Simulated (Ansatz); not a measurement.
One change: `S[SiH](Cl)CCl` becomes `CN[SiH](S)Cl`.

Ansatz, PBE0-D4/def2-TZVP geometries, multiplicity 1. Each molecule was computed in one conformer, which needn't be the lowest.

```tsv
property	`S[SiH](Cl)CCl`
HOMO energy (B3LYP/def2-TZVPP) / eV	-7.53
HOMO–LUMO gap (PBE/def2-TZVPP) / eV	5.27
HOMO energy (PBE/def2-TZVPP) / eV	-6.53
LUMO energy (PBE/def2-TZVPP) / eV	-1.25
HOMO–LUMO gap (B3LYP/def2-TZVPP) / eV	7.08
size of the dipole moment (ωB97M-V/def2-TZVPP) / D	0.99
```

What does the change do to each property? (An estimate is asked.)

Computed: 
| property | `CN[SiH](S)Cl` | shift |
| --- | --- | --- |
| HOMO energy (B3LYP/def2-TZVPP) / eV | -7.19 | 0.34 |
| HOMO–LUMO gap (PBE/def2-TZVPP) / eV | 5.26 | -0.01 |
| HOMO energy (PBE/def2-TZVPP) / eV | -6.06 | 0.47 |
| LUMO energy (PBE/def2-TZVPP) / eV | -0.80 | 0.45 |
| HOMO–LUMO gap (B3LYP/def2-TZVPP) / eV | 7.11 | 0.03 |
| size of the dipole moment (ωB97M-V/def2-TZVPP) / D | 1.64 | 0.65 |

Dipoles are sizes alone; their direction can turn.

B3LYP here is the variant with VWN-RPA as its local correlation; programs differ in this.
